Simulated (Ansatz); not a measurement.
The cluster Al5Ru2⁻ (the lowest singlet isomer of a short search) was relaxed with PBE-D4 (def2-SVPD) in Ansatz in these states: charge -1 quintet, charge -1 singlet, charge -1 triplet. The geometries follow in no particular order.

In the def2 sets Ru takes a core potential; there is no spin–orbit coupling.

A:

```xyz
7

Ru    0.193   -0.001    0.546
Ru    0.049   -0.103   -2.158
Al   -0.157    1.760    2.060
Al   -0.578   -1.474    2.204
Al    1.387    1.503   -1.043
Al    0.944   -1.893   -0.891
Al   -1.839    0.208   -0.719
```

B:

Cartesian coordinates in Å:
```
Ru -0.1313 0.4196 -0.7392
Ru 0.3145 -0.4552 2.5413
Al 1.3457 0.2126 -2.5385
Al -1.8174 -0.2662 -2.2047
Al 1.4324 1.0070 1.0888
Al -1.4035 0.6303 1.3720
Al 0.2596 -1.5480 0.4802
```

C:

```xyz
7

Ru   -0.250    0.297    0.343
Ru    0.726   -1.073   -1.759
Al   -1.434   -0.016    2.369
Al    0.687    2.279    1.244
Al   -1.106   -1.899   -0.481
Al   -0.645    0.978   -1.974
Al    2.022   -0.566    0.257
```

Q: Judge from the bond lengths which geometry belongs to which state (an estimate).

A: A is the charge -1 triplet (Al6–Al7 3.491 Å, Ru1–Ru2 2.710 Å, Al5–Al7 3.491 Å); B is the charge -1 singlet (Al6–Al7 2.882 Å, Ru1–Ru2 3.424 Å, Al5–Al7 2.876 Å); C is the charge -1 quintet (Al6–Al7 3.805 Å, Ru1–Ru2 2.693 Å, Al5–Al7 3.480 Å).

At PBE-D4/def2-SVPD the highest occupied level of the charge -1 quintet lies above zero (up to 0.11 eV). The electron is either unbound and held by the finite basis, or the level is raised by self-interaction error. At PBE0-D4/def2-TZVPD a singlet lies 0.12 eV below the charge -1 triplet. At PBE0-D4/def2-TZVPD a singlet lies 0.70 eV below the charge -1 quintet. These are the stationary points nearest to one start from a short search; other shapes may lie lower in each state.
